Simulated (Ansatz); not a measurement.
## Ligand exchange: AuCl + C2H5CdF → AuF + C2H5CdCl

Gas-phase species: AuCl (gold monochloride), singlet; C2H5CdF `C[CH2][Cd][F]`, singlet; AuF, singlet; C2H5CdCl `C[CH2][Cd][Cl]`, singlet. The partners trade Cl for F: Au–Cl and Cd–F bonds give way to Au–F and Cd–Cl.

Shapes, held fixed at every level: PBE0-D4/def2-TZVP. Programs: Ansatz 0.2.0. The zero-point and thermal change to 298 K, harmonic and unscaled (PBE0-D4/def2-TZVP), is -0.4 kJ/mol.

```csv
level,kind,ΔH(298 K) (kJ/mol),less CCSD(T)/def2-TZVPP
SPW92/def2-TZVPP,LDA,+64.4,+7.4
wB97M-V/def2-TZVPP,range-separated hybrid,+51.8,-5.2
B2PLYP/def2-TZVPP,double hybrid,+57.7,+0.7
MP2/def2-SVP,perturbation theory,+57.9,+0.9
MP2/def2-TZVPP,perturbation theory,+66.5,+9.5
CCSD/def2-SVP,coupled cluster or CI,+49.8,-7.2
CCSD/def2-TZVPP,coupled cluster or CI,+56.9,-0.1
CCSD(T)/def2-TZVPP,coupled cluster or CI,+57.0,0.0
```

The highest level, CCSD(T)/def2-TZVPP, gives ΔH(298 K) = +57.0 kJ/mol; the levels span +49.8 to +66.5. The column of differences is taken from that level and isn't an error. No measured value is set beside it here. For atoms past krypton def2 sets carry core potentials with scalar relativity. Outer-core shells of Au, Cd are correlated, in sets that cover them unevenly.
